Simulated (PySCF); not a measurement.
Calculated NMR parameters of CC(C)(C)c1ccncc1

* Formula: C9H13N
* SMILES: CC(C)(C)c1ccncc1
* InChI: InChI=1S/C9H13N/c1-9(2,3)8-4-6-10-7-5-8/h4-7H,1-3H3
* Point group of the computed structure: Cs
* Degrees of unsaturation: 4
* Carbon signals: 5
* Proton signals: 3

Atom-mapped SMILES (the numbers label the heavy atoms): `[CH3:1][C:2]([CH3:3])([CH3:4])[c:5]1[cH:6][cH:7][n:8][cH:9][cH:10]1`; H(Xn) means a hydrogen on atom n.

[PySCF: coordinates at the PBE0-D3(BJ)/def2-SVP level; NMR shieldings at CAM-B3LYP/pcSseg-1/GIAO; no solvent; one conformer; fast rotation and ring inversion assumed for equivalent nuclei; non-relativistic Hamiltonian]

Shifts are taken against calculated references (same method and geometry level): 1H and 13C vs TMS; 15N vs NH3.

| carbon | δC, type | δH (multiplicity) | HMBC from (2–3 bonds) | span of the C tensor (ppm) |
| --- | --- | --- | --- | --- |
| C1/C3/C4 | 32.7, CH3 | 1.27 (s) | H(C1)/H(C3)/H(C4) | 46 |
| C2 | 34.9, C | – | H(C6)/H(C10), H(C1)/H(C3)/H(C4) | 16 |
| C5 | 169.6, C | – | H(C7)/H(C9), H(C6)/H(C10), H(C1)/H(C3)/H(C4) | 253 |
| C6/C10 | 128.8, CH | 7.15 (d) | H(C7)/H(C9), H(C6)/H(C10) | 230 |
| C7/C9 | 159.5, CH | 8.64 (d) | H(C7)/H(C9), H(C6)/H(C10) | 232 |

Other nuclei:
| atoms | nucleus | environment | δ (ppm) | σ (ppm) |
| --- | --- | --- | --- | --- |
| N8 | 15N | pyridine-type ring nitrogen | 365.3 | -98.0 |

1. Carbon types of the structure: 2 × C, 4 × CH, 3 × CH3, which accounts for all hydrogens.
2. δC 169.6: substituted aromatic carbon.
3. δC 159.5: aromatic CH next to a ring nitrogen; the adjacent pyridine-type nitrogen withdraws density from it.
4. δC 128.8: aromatic CH; the aromatic region.
5. δC 32.7: methyl carbon; saturated and bonded to C and H only.
6. δH 8.64: hydrogen on an aromatic CH next to a ring nitrogen; ring current plus the neighbouring ring nitrogen.

Shifts are as computed, not scaled to solution data. Of 1211 compounds with measured shifts, 218 miss one by over three times the rms of a fit or turn the order of signals round; such compounds aren't used in these exercises. Experimental scales use liquid or dissolved standards, which lie at an offset from isolated NH3 (liquid NH3: subtract about 20 ppm). Unscaled 15N shifts of sp2 nitrogen come out 20 to 40 ppm too high even then. No couplings were computed; multiplicities are counted from neighbouring protons, with m where these are inequivalent, close in shift, in a saturated or five-membered ring or joined by F or P, and br s for small geminal =CH2 splittings.
